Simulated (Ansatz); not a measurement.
Ansatz (a first-principles code) input (CCSD(T)/STO-3G):

Ansatz 0.2 input:
```yaml
crystal:
  periodic: [false, false, false]
  atoms:
    - {symbol: Sn, position_ang: [-0.04620228, -0.01620624, 0.40051657]}
    - {symbol: O, position_ang: [0.68891917, -1.35608434, -1.04901121]}
    - {symbol: H, position_ang: [1.40913635, -0.90247062, -1.49994953]}
    - {symbol: O, position_ang: [-0.48307532, 1.45073937, -1.03879882]}
    - {symbol: H, position_ang: [-0.74577316, 0.95554253, -1.82339883]}
basis:
  gaussian:
    orbitals: STO-3G
total_charge: -1
magnetization: {spin_polarized: true, initial_magnetization: 1}
correlation: {method: ccsd_t, electrons: outside_noble_gas}
```

End of the output:

```
integrals: 0.02 GiB planned
533 factors; integrals over basis functions are off by at most 2.8e-5 eV
mean field: 0.17 GiB planned
mean field evaluation 1: about -166312.9251 eV, gradient 1.2e1 eV
mean field evaluation 2: about -166313.0365 eV, gradient 1.2e1 eV
mean field evaluation 4: about -166314.4325 eV, gradient 1.1e0 eV
mean field evaluation 8: about -166314.4624 eV, gradient 7.7e-4 eV
mean field evaluation 16: about -166314.3109 eV, gradient 1.1e0 eV
mean field -166314.46114963 eV, -6111.9437152582 hartree, gradient 1.4e-6 eV, S^2 0.756657; 0 other end points of the search recorded, 0 dependent functions left out
25 core orbitals not correlated, not the lowest: weight in the atoms' cores, before any rotation towards them, 0.977 or more for the frozen orbitals, at most 0.007 for the correlated occupied ones
reference -166314.46114963 eV, -6111.9437152582 hartree; 10, 9 occupied and 4, 5 virtual orbitals, 533 factors
second order -2.35960791 eV of doubles, -0.00000000 eV of singles
coupled cluster: 0.05 GiB planned
cycle   1  -2.76413038 eV  change   -4.0e-1 eV  update   7.8e-2
cycle   2  -2.98888027 eV  change   -2.2e-1 eV  update   2.9e-2
cycle   3  -3.04814837 eV  change   -5.9e-2 eV  update   1.4e-2
cycle   4  -3.05217273 eV  change   -4.0e-3 eV  update   5.0e-3
cycle   5  -3.05082946 eV  change    1.3e-3 eV  update   2.0e-3
cycle   6  -3.05121819 eV  change   -3.9e-4 eV  update   8.7e-4
cycle   7  -3.05114910 eV  change    6.9e-5 eV  update   2.7e-4
cycle   8  -3.05118895 eV  change   -4.0e-5 eV  update   1.1e-4
cycle   9  -3.05123908 eV  change   -5.0e-5 eV  update   4.0e-5
cycle  10  -3.05123552 eV  change    3.6e-6 eV  update   1.7e-5
perturbative correction -0.07251373 eV, -0.0026648303 hartree
Total energy: -166317.58489888 eV, -6112.0585109257 hartree
```
